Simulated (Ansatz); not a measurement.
Geometry optimisation, UKS PBE0/def2-SVP (Ansatz 0.2.0).

Input:

```yaml
crystal:
  periodic: [false, false, false]
  atoms:
    - { symbol: Ge, position_ang: [0.305484, 0.00146, -0.086887] }
    - { symbol: H, position_ang: [0.238495, -0.006627, 2.664754] }
    - { symbol: F, position_ang: [1.328201, 0.000381, -1.514236] }
    - { symbol: H, position_ang: [-0.536496, 1.297015, -0.182539] }
    - { symbol: H, position_ang: [-0.535773, -1.295608, -0.180026] }
    - { symbol: F, position_ang: [-0.675711, 0.003378, 2.527133] }
magnetization:
  spin_polarized: true
  initial_magnetization: 1
basis:
  gaussian: { orbitals: def2-SVP }
hamiltonian:
  xc: pbe0
relax:
  f_tol: 0.03
  max_steps: 50
```

Launched with:

```bash
$ ansatz run input.yaml --threads 2 --pin off --max-ram 3072MiB --backend cpu --events-out ev --progress --plain --runs-dir out
```

Where does it end, and by what steps?

The forces met the threshold. The force dipped under the threshold on the way, but the program's further checks kept it going. After 9 steps the energy has fallen by 0.014 eV; H2 moved furthest, 0.33 Å.

```json
{"step": "0", "energy less start (eV)": "0.0000", "largest force component (eV/Å)": "0.135", "accepted": "yes"}
{"step": "1", "energy less start (eV)": "0.0085", "largest force component (eV/Å)": "1.241", "accepted": "no"}
{"step": "2", "energy less start (eV)": "-0.0055", "largest force component (eV/Å)": "0.399", "accepted": "yes"}
{"step": "3", "energy less start (eV)": "-0.0093", "largest force component (eV/Å)": "0.393", "accepted": "yes"}
{"step": "4", "energy less start (eV)": "-0.0120", "largest force component (eV/Å)": "0.164", "accepted": "yes"}
{"step": "5", "energy less start (eV)": "-0.0134", "largest force component (eV/Å)": "0.070", "accepted": "yes"}
{"step": "6", "energy less start (eV)": "-0.0133", "largest force component (eV/Å)": "0.152", "accepted": "no"}
{"step": "7", "energy less start (eV)": "-0.0137", "largest force component (eV/Å)": "0.025", "accepted": "yes"}
{"step": "8", "energy less start (eV)": "-0.0138", "largest force component (eV/Å)": "0.046", "accepted": "yes"}
{"step": "9", "energy less start (eV)": "-0.0138", "largest force component (eV/Å)": "0.021", "accepted": "yes"}
```

```xyz
6
Properties=species:S:1:pos:R:3
Ge 0.369 0.001 -0.163
H 0.126 -0.003 2.974
F 1.240 0.001 -1.687
H -0.481 1.295 -0.183
H -0.481 -1.294 -0.183
F -0.649 0.000 2.471
```

Whether the end is a true minimum wasn't checked by a vibrational analysis.

Time of the run: 20 s on 2 threads of Arm Neoverse V1 (shared host), peak memory 0.2 GiB.
